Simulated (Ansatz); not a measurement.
C₂H₅BOS, relaxed with RKS PBE0-D4/def2-TZVP in Ansatz 0.2.0 from a PBE-D4/def2-SVP geometry. The force threshold is 0.005 eV/Å; the program also tests the step.

Total charge 0; spin multiplicity 1.

Start:

```xyz
10

O    -1.242    1.268    1.278
C    -0.696    0.615    0.231
B     0.813    0.243    0.207
C     0.938   -0.887   -0.881
S    -0.244   -1.430    0.439
H    -2.210    1.328    1.165
H    -1.314    0.589   -0.690
H     1.647    0.601    1.009
H     1.854   -1.502   -0.884
H     0.453   -0.826   -1.873
```

Question: By how much does the energy fall, and how many steps does the optimiser take? (An estimate is asked.)

Answer: The calculation gave: 0.07 eV, in 7 steps.

Question: Which bonds change most? (An estimate is asked.)

Answer: Ansatz gave: C2–S5 from 2.105 to 1.982 Å; C4–S5 from 1.853 to 1.831 Å; B3–H8 from 1.211 to 1.189 Å; C2–H7 from 1.110 to 1.091 Å.

Question: Give the relaxed structure. (Estimate.)

Answer: Ansatz gave: 
```xyz
10

O    -1.238    1.230    1.272
C    -0.682    0.587    0.216
B     0.829    0.272    0.181
C     0.927   -0.884   -0.865
S    -0.285   -1.344    0.427
H    -2.195    1.245    1.187
H    -1.270    0.625   -0.702
H     1.644    0.617    0.976
H     1.806   -1.521   -0.845
H     0.462   -0.827   -1.847
```
